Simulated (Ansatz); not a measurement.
System: C₃ (charge 0, singlet). SMILES: [C][C][C]
Coordinates optimised at B3LYP-D3(BJ)/def2-TZVP (Ansatz, a program for electronic structure):
```
C
C 1 1.2873
C 1 1.2873 2 180.00
```

Parts of the frozen-core correlation energy in STO-3G (Ansatz, hartree). Frozen orbitals: 3; correlated occupied orbitals by spin: 6 and 6; virtual: 6 and 6. No spin-orbit coupling. No relativistic terms. The restricted reference is unstable.

```csv
term,value
reference (HF),-111.90650
MP2 opposite-spin,?
MP2 same-spin,-0.04326
CCSD correlation,?
(T),?
FCI minus CCSD(T),-0.00248
T1 diagnostic,0.021
largest doubles amplitude,0.103
```

Task: Complete the blanks.

Result: 
- MP2 opposite-spin, value: -0.13511
- CCSD correlation, value: -0.19025
- (T), value: -0.02005
